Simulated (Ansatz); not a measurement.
Reaction (hydrogenolysis of a C–O bond): `OC1(F)BS1` + H₂ → `FC1BS1` + H₂O

Computed with Ansatz on PBE0-D4/def2-TZVP structures; ΔE is electronic, products minus reactants. CBS: MP2 limit from def2 TZ/QZ plus the TZ coupled-cluster correction, frozen cores. This one scheme is used for every species. Functionals use def2-TZVPP. One conformer a species, not always the lowest.

Task: Is it downhill or uphill in electronic energy at CCSD(T)/CBS, and by how much? (Best estimate.)

Result: Ansatz gave: Downhill: ΔE = -0.78 eV.

Task: What do these levels give: LDA (SPW92), BLYP-D4, B97M-V, PBE0, r2SCANh, MP2/CBS(def2)? (An estimate is asked.)

Result: Computed: LDA (SPW92) -0.49, BLYP-D4 -0.57, B97M-V -0.67, PBE0 -0.70, r2SCANh -0.63, MP2/CBS(def2) -0.78 eV.

Largest T1 diagnostic among the species: 0.016.

From PBE to PBE0 (25 % exact exchange), in def2-TZVPP and without D4, ΔE moves by −0.09 eV. At CCSD(T), def2-SVP lies +0.26 eV from the extrapolated value and def2-TZVPP +0.04 eV. Leaving LDA and LC-ωPBE aside and taking each functional with its dispersion term where it has one, the values, not all of them listed here, spread over 0.20 eV, from BHLYP-D4 to revPBE-D4. LDA lies +0.13 eV from PBE without D4.
